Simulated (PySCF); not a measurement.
AlOF, SMILES [O]=[Al][F]. Coordinates come from a PBE-D3(BJ)/def2-TZVP optimisation.

Computed equilibrium geometry at PBE-D3(BJ)/def2-TZVP (PySCF confirms it by a frequency run) as a Z-matrix, and its point group:
point group C∞v.
```
Al
O 1 1.6133
F 1 1.6516 2 180.00
```
Charge 0, spin multiplicity 1.
